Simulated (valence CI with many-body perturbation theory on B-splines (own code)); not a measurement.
# Sb²⁷⁺: what each term of the Hamiltonian does

Calculated by relativistic CI+MBPT: six valence electrons over a frozen Dirac-Fock core [Ar], radial functions for each j: 7 s, 7 p, 8 d, 6 f, 4 g, 1 h, with the one-electron correlation potential Σ1 (screened to all orders), the two-electron term Σ2, the three-electron term Σ3, Breit, model QED; selected single and double excitations, second order for the rest, scaled by the run's own slope (own B-spline code, finite nucleus).

The last digits are not significant, and no measured levels were compared; by estimate large intervals hold to a few tenths of a per cent, small ones and those within an open d or f shell to about a per cent. Core correlation moves these levels by up to 10000 cm⁻¹, and in measured spectra 5 to 20 % of such shifts remained as error; rates that hang on mixing are uncertain with them. Among the levels kept, up to 940 cm⁻¹ of a level comes from second order outside the variational space, and about a tenth of that is noise between levels of different J, which matters for small intervals. Only levels of the ground parity were solved; by the run's estimate the other parity begins above the list, which can be wrong where configurations are misplaced.

Each rung adds one term. CI alone is the Dirac-Coulomb CI over the frozen core; QED comes last and gives the full result, which names the levels. Energies are above 3d⁶ ⁵D_4 on the same rung, in cm⁻¹.

Names give the largest LS component (configuration and term), which can be under half, so a name can repeat, a term be missing and a line seem to break the LS rules; names also repeat where a configuration has a term twice. Letters in brackets count levels of one name in rising energy.

| Level | CI alone |
| --- | --- |
| 3d⁶ ⁵D_2 [a] | 35514 |
| 3d⁶ ⁵D_3 | 55184 |
| 3d⁶ ⁵D_0 | 69897 |
| 3d⁶ ⁵D_1 | 74339 |
| 3d⁶ ³H_4 [a] | 95769 |
| 3d⁶ ³H_6 | 127112 |
| 3d⁶ ³G_5 | 126245 |
| 3d⁶ ⁵D_2 [b] | 144750 |
| 3d⁶ ³F_3 [a] | 151107 |
| 3d⁶ ³F_2 [a] | 157406 |
| 3d⁶ ³H_4 [b] | 188231 |
| 3d⁶ ¹S_0 [a] | 186728 |
| 3d⁶ ³D_1 | 199050 |
| 3d⁶ ³G_4 | 201935 |
| 3d⁶ ³D_2 | 202438 |
| 3d⁶ ³H_5 | 211159 |

(1) What do these energies become with core correlation, Breit and QED?

(2) How does the ionisation energy move along the ladder, and which term matters most?

## Answers

(1) 3d⁶ ⁵D_2 [a] 34168 (-1346); 3d⁶ ⁵D_3 56780 (+1596); 3d⁶ ⁵D_0 70859 (+962); 3d⁶ ⁵D_1 75901 (+1562); 3d⁶ ³H_4 [a] 95097 (-672); 3d⁶ ³H_6 123199 (-3913); 3d⁶ ³G_5 123465 (-2780); 3d⁶ ⁵D_2 [b] 142722 (-2029); 3d⁶ ³F_3 [a] 148217 (-2890); 3d⁶ ³F_2 [a] 153845 (-3561); 3d⁶ ³H_4 [b] 186214 (-2017); 3d⁶ ¹S_0 [a] 186780 (+52); 3d⁶ ³D_1 196594 (-2455); 3d⁶ ³G_4 198476 (-3459); 3d⁶ ³D_2 198750 (-3688); 3d⁶ ³H_5 207896 (-3263).

(2) CI alone 1504.5, + Σ1 1506.8, + Σ2 1518.4, + Σ3 1518.8, + Breit 1518.3, + QED 1518.3 eV. The largest step is Σ2, 11.6 eV. NIST lists 1518 ± 4 eV (theoretical).
